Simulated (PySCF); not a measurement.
**Telling isomers of C7H13OPSi apart by NMR**

Computational details: geometry: GFN2-xTB, shieldings: GIAO PBE0/pcSseg-1, in PySCF (equivalent nuclei averaged, no solvent model, no relativistic terms, single conformer).

Shifts are taken against calculated references (same method and geometry level): $^{1}$H (σref 31.72) and $^{13}$C (σref 186.93) vs TMS. Splittings of carbon signals by F and P are missing where no couplings were computed. Where no couplings were computed, multiplicities follow the n + 1 count of equivalent neighbours, and m marks all less simple cases (inequivalent or close neighbours, rings, F or P nearby). Shifts are as computed. Against solution values, carbons near 30 ppm lie about +3 ppm off and those near 130 ppm about +5 ppm. Of 1211 compounds with measured shifts, 218 miss one by over three times the rms of a fit or turn the order of signals round; such compounds aren't used in these exercises.

(1) Tabulate the signals of `Cc1occ([Si](C)(C)C)p1`, `Cc1coc([Si](C)(C)C)p1` and their relative energies.

(2) What is the quickest way to tell Cc1occ([Si](C)(C)C)p1 from Cc1coc([Si](C)(C)C)p1?

Results:

(1) 
| SMILES | carbon types | δC | δH | E rel. (kcal/mol) |
| --- | --- | --- | --- | --- |
| Cc1occ([Si](C)(C)C)p1 | 2×C 1×CH 4×CH3 | 207.8, 155.3, 143.5, 21.6, 0.7 | 7.81 (m, 1H), 2.84 (m, 3H), 0.27 (s, 9H) | 0.0 |
| Cc1coc([Si](C)(C)C)p1 | 2×C 1×CH 4×CH3 | 217.9, 155.7, 148.8, 14.8, 0.9 | 8.16 (m, 1H), 2.56 (m, 3H), 0.30 (s, 9H) | 4.3 |

Energies are electronic energies at PBE0/pcSseg-1 on these geometries, without zero-point or thermal terms, each for the one conformer computed, which needn't be the lowest.

(2) Both give the same number of carbon signals, with the same numbers of each carbon type, so the positions decide. The first has a substituted aromatic carbon next to the ring oxygen (C) at 207.8 ppm, the second a substituted aromatic carbon next to the ring oxygen (C) at 217.9 ppm.
